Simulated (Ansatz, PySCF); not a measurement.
C3H9Hf, SMILES [CH3][Hf]([CH3])[CH3] (connectivity only; charge and spin as stated), neutral, multiplicity 2. Atoms are numbered in the order given.

```xyz
13

Hf    -0.0902    -0.2221     0.2977
C     -0.1908     1.8384     1.0814
C     -1.6838    -0.7788    -1.1237
C      1.9308    -0.9524    -0.2044
H     -0.9554     2.4612     0.5824
H      0.7718     2.3784     1.0236
H     -0.4682     1.7800     2.1559
H     -2.3466    -1.5147    -0.6198
H     -2.3180     0.0734    -1.4290
H     -1.3039    -1.2605    -2.0431
H      2.2035    -1.7339     0.5370
H      2.7078    -0.1682    -0.1500
H      1.9936    -1.4182    -1.2048
```
Charge 0, spin multiplicity 2.

Geometry optimised at PBE0-D3(BJ)/def2-SVP. The spin state was assumed, not searched. The def2 effective core potentials stand for the cores of Hf; spin–orbit coupling is left out.

Two levels are set side by side: PBE-D3(BJ)/def2-SVP (Ansatz, a quantum-chemistry and plane-wave program) and PBE0-D3(BJ)/def2-SVP (Ansatz). Each level has its own optimised geometry; the coordinates shown are those of the second. Frequencies come from the Hessian of PySCF at each geometry. Differences are taken from unrounded values.

```tsv
quantity	PBE0-D3(BJ)	PBE-D3(BJ)	PBE-D3(BJ) minus PBE0-D3(BJ)
mean bond length (Å)	1.382	1.388	0.006
bond Hf1–C2 (Å)	2.207	2.206	-0.001
bond Hf1–C3 (Å)	2.207	2.206	-0.001
bond Hf1–C4 (Å)	2.207	2.206	-0.001
bond C2–H5 (Å)	1.105	1.113	0.008
bond C2–H6 (Å)	1.105	1.113	0.008
bond C2–H7 (Å)	1.111	1.120	0.009
bond C3–H8 (Å)	1.111	1.120	0.009
bond C3–H9 (Å)	1.105	1.113	0.007
bond C3–H10 (Å)	1.105	1.113	0.007
bond C4–H11 (Å)	1.111	1.120	0.009
bond C4–H12 (Å)	1.105	1.113	0.007
bond C4–H13 (Å)	1.105	1.113	0.007
highest harmonic wavenumber (cm⁻¹)	3125	3044	-80
mean harmonic wavenumber (cm⁻¹)	1333	1292	-41
zero-point energy (kcal/mol)	62.88	60.96	-1.91
```

Exact exchange shortens and stiffens bonds; PBE has none. Differences between two approximate levels are no errors against the true value.
